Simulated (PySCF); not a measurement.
**Working out the ionisation energy of Br²⁺**

Br²⁺ [Ar] 3d10 4s2 4p3 (4S) → Br³⁺ [Ar] 3d10 4s2 4p2 (3P). Calculation: PySCF 2.14, in Sapporo-DKH3-DZP-2012 (6s5p3d1f, 43 functions); scalar relativity by spin-free X2C-1e. Frozen: [Ar] 3d10. Energies in hartree (1 hartree = 27.21139 eV):

```csv
part,Br²⁺ (lower),Br³⁺ (upper)
UHF,-2603.214140,-2601.936334
CCSD correlation,-0.074953,-0.062232
(T),-0.000750,-0.000590
```

Question: What does Hartree-Fock give?

Answer: (-2601.936334) − (-2603.214140) = 1.277806 hartree = 34.771 eV.

Question: What do CCSD and CCSD(T) give?

Answer: The CCSD correlation energies differ by 0.012721 hartree = 0.346 eV and the triples by 0.000160 hartree = 0.004 eV, so CCSD gives 35.117 eV and CCSD(T) 35.121 eV.

Reference: 34.871 ± 0.019 eV (measured; NIST Atomic Spectra Database, ionization energies), between the lowest levels; spin-orbit coupling is absent from the calculation.

A double-zeta basis recovers only part of the correlation energy.

What remains against the reference includes basis incompleteness, the frozen core and higher excitations.
